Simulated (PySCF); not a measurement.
**Gd(OH)3 at several levels of theory**

Computed with PySCF 2.14.0 (density fitting, no spin-orbit coupling) at the geometry relaxed with PBE0:

```xyz
7
Gd(OH)3 (singlet in the valence; each metal's 4f electrons, 7 of them, lie in its core potential, out of spins and levels)
Gd    0.0000    0.0000    0.0520
O     2.0698    0.0000    0.1289
H     3.0235    0.0000    0.1919
O    -1.0349    1.7925    0.1289
H    -1.5118    2.6185    0.1919
O    -1.0349   -1.7925    0.1289
H    -1.5118   -2.6185    0.1919
```

```
level                                                 basis    state  HOMO (eV)  gap (eV)  charge on Gd1 (e)  population of f-type functions on Gd1 (polarisation alone where 4f lies in the core)  dipole about the centre of mass (D)  largest force component (eV/Å)
 PBE0     Gd lcecp-1-SVP with ECP53, O def2-SVP, H def2-SVP  singlet      -7.59      6.30               1.10                                                                                  0.09                                 0.27                            0.01
 TPSS                                              the same  singlet      -5.99      4.24               0.98                                                                                  0.09                                 0.26                            0.53
 PBE0  Gd lcecp-1-TZVP with ECP53, O def2-TZVP, H def2-TZVP  singlet      -7.86      6.50               1.64                                                                                  0.10                                 0.31                            0.27
```

In the lcecp rows the 4f levels are missing from HOMO and gap, and the state counts the valence alone.

Charges are Mulliken's, which hang on the basis. The relaxation used the grid (50, 194), these runs (75, 302) or, all-electron (x2c bases, spin-free X2C Hamiltonian), (99, 590).

Question: What does PBE with Gd lcecp-1-SVP with ECP53, O def2-SVP, H def2-SVP give here?

Answer: state singlet, HOMO (eV) -5.91, gap (eV) 3.90, charge on Gd1 (e) 0.87, population of f-type functions on Gd1 (polarisation alone where 4f lies in the core) 0.09, dipole about the centre of mass (D) 0.24, largest force component (eV/Å) 0.58. Time: 3.9 s on 2 threads of Arm Neoverse V2, with other jobs on the host, from an already converged density.

In the first row's basis the gap widens with exact exchange: 3.9 to 4.2 eV for PBE, TPSS (none); 6.3 eV for PBE0 (a fixed share).

An lcecp potential fixes the number of 4f electrons, so in runs with it no electron can move into or out of that shell.
